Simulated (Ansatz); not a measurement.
`[F][Al]([Cl])[Br]` and `[OH][Al]([Cl])[Br]` differ in one atom or group.

Ansatz, PBE0-D4/def2-TZVP geometries, multiplicity 1. Each molecule was computed in one conformer, which needn't be the lowest.

Scalar relativity is left out up to krypton.

| property | `[F][Al]([Cl])[Br]` |
| --- | --- |
| HOMO–LUMO gap (PBE0/def2-TZVPP) / eV | 7.71 |
| HOMO–LUMO gap (ωB97M-V/def2-TZVPP) / eV | 11.64 |
| HOMO energy (PBE0/def2-TZVPP) / eV | -9.11 |
| HOMO energy (PBE/def2-TZVPP) / eV | -7.77 |
| LUMO energy (PBE/def2-TZVPP) / eV | -2.25 |
| size of the dipole moment (PBE/def2-TZVPP) / D | 0.57 |

Q: Give the same properties after the change, and the shifts. (An estimate is asked.)

A: Ansatz gave: 
```csv
property,`[OH][Al]([Cl])[Br]`,shift
HOMO–LUMO gap (PBE0/def2-TZVPP) / eV,7.77,0.06
HOMO–LUMO gap (ωB97M-V/def2-TZVPP) / eV,11.67,0.03
HOMO energy (PBE0/def2-TZVPP) / eV,-8.83,0.28
HOMO energy (PBE/def2-TZVPP) / eV,-7.49,0.28
LUMO energy (PBE/def2-TZVPP) / eV,-1.91,0.34
size of the dipole moment (PBE/def2-TZVPP) / D,1.59,1.02
```

With PBE0 the HOMO rises by 0.28 eV and the LUMO rises by 0.33 eV, so the gap widens by about 0.05 eV. PBE moves the HOMO by 0.28 eV and ωB97M-V by 0.27 eV. The zero-point energy changes by 29.6 kJ/mol with +3 modes. Dipoles are sizes alone; their direction can turn.

Spin–orbit coupling is left out; it splits and shifts lone-pair levels of the heavy atoms by tenths of an eV.
